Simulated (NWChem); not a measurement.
Molecule: CH$_{3}$FO$_{3}$Si; SMILES O=C(O)[Si@H](O)F

```xyz
9

O      1.0645    -1.4511     0.6344
C      0.0753    -1.0805     0.0282
O     -0.8957    -1.9242    -0.3756
Si    -0.1600     0.7795    -0.3862
O      1.3453     1.4031    -0.1936
F     -1.2135     1.3604     0.6835
H     -0.6415    -2.8240    -0.0803
H     -0.6655     1.0741    -1.7379
H      1.9036     0.8529     0.3821
```
Atoms are numbered in this order, from 1.

Computed with NWChem. Medium grid unless said otherwise, to which SCAN and Minnesota functionals are sensitive. Coordinates come from a B3LYP/6-31G* (spherical d) optimisation. Hybrids' shares of exact exchange are those that their runs print; pure functionals count as 0. The functionals differ in more than this share.

```
row               share of exact exchange  highest occupied level (eV)
----------------  -----------------------  ---------------------------
PBE/def2-TZVP                        0.00                        -6.84
r2SCAN/def2-TZVP                     0.00                        -7.15
TPSSh/def2-TZVP                      0.10                        -7.54
B3LYP/def2-TZVP                      0.20                        -8.19
PW6B95/def2-TZVP                     0.28                     withheld
```

Question: Fit a straight line of the last column on the one before it, predict the withheld value, and compare with the run.

Answer: 
1. Means of the 4 shown rows: x = 0.075, y = -7.430. Slope Σ(x − x̄)(y − ȳ)/Σ(x − x̄)² = -0.1630/0.02750 = -5.927; intercept -6.985.
2. The shown rows scatter about the line by 0.112 (root mean square); the largest residual is -0.17, at r2SCAN/def2-TZVP.
3. At x = 0.28 (PW6B95/def2-TZVP; beyond the shown range) the line gives -8.64.
4. The run gives -8.56, +0.08 from the line, 0.7 times the scatter.
